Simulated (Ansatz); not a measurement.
Mo₂S₂⁺. Total charge 1; doublet. Geometry PBE0-D4/def2-SVP.

```xyz
4

Mo   -0.9191    0.6559   -0.7020
Mo    0.8396   -0.5992    0.6415
S    -0.9237   -1.6500   -0.2230
S     1.0032    1.5933    0.2835
```

In the def2 sets Mo takes a core potential, while STO-3G treats all electrons; there is no spin–orbit coupling. At HF/STO-3G, revPBE-D4/def2-TZVP, PBE0-D4/def2-SVP, PBE0-D4/def2-TZVP and others the charge 1 doublet is spin-contaminated (final ⟨S²⟩ up to 3.98, 0.75 for a pure state). The structure comes from a short search, and lower isomers may exist.

(1) Estimate the α-spin orbital energies around the gap (eV) in Ansatz with HF/STO-3G, revPBE-D4/def2-TZVP, PBE0-D4/def2-SVP, PBE0-D4/def2-TZVP, ωB97M-V/def2-TZVP.

Results:

(1) 
| orbital | HF/STO-3G | revPBE-D4/def2-TZVP | PBE0-D4/def2-SVP | PBE0-D4/def2-TZVP | ωB97M-V/def2-TZVP |
| --- | --- | --- | --- | --- | --- |
| HOMO−13 | -51.49 | -45.43 | -48.24 | -48.18 | -51.09 |
| HOMO−12 | -50.86 | -45.20 | -47.92 | -47.92 | -50.88 |
| HOMO−11 | -28.27 | -21.93 | -24.35 | -24.08 | -26.65 |
| HOMO−10 | -26.79 | -21.75 | -24.13 | -23.87 | -26.40 |
| HOMO−9 | -15.43 | -13.66 | -15.23 | -14.99 | -17.22 |
| HOMO−8 | -15.04 | -13.64 | -14.95 | -14.77 | -16.78 |
| HOMO−7 | -14.61 | -13.24 | -14.74 | -14.52 | -16.64 |
| HOMO−6 | -13.67 | -12.69 | -14.23 | -14.05 | -16.33 |
| HOMO−5 | -13.63 | -12.63 | -14.16 | -13.97 | -16.20 |
| HOMO−4 | -12.85 | -11.97 | -13.33 | -13.08 | -15.02 |
| HOMO−3 | -12.28 | -11.30 | -12.65 | -12.46 | -14.47 |
| HOMO−2 | -12.04 | -10.47 | -11.99 | -11.84 | -14.10 |
| HOMO−1 | -11.73 | -10.21 | -11.63 | -11.46 | -13.55 |
| HOMO | -10.51 | -10.10 | -11.50 | -11.34 | -13.38 |
| LUMO | 0.41 | -9.14 | -8.42 | -8.25 | -6.09 |
| LUMO+1 | 0.72 | -8.28 | -7.47 | -7.34 | -5.82 |
| LUMO+2 | 1.23 | -8.27 | -7.35 | -7.21 | -5.28 |
| LUMO+3 | 1.97 | -8.10 | -7.26 | -7.11 | -5.23 |
| LUMO+4 | 2.44 | -7.82 | -7.24 | -7.11 | -5.15 |
| LUMO+5 | 3.00 | -7.33 | -6.53 | -6.45 | -4.69 |
| β HOMO | -9.91 | -9.99 | -11.46 | -11.30 | -13.39 |
| β LUMO | -0.65 | -9.18 | -8.50 | -8.36 | -6.22 |
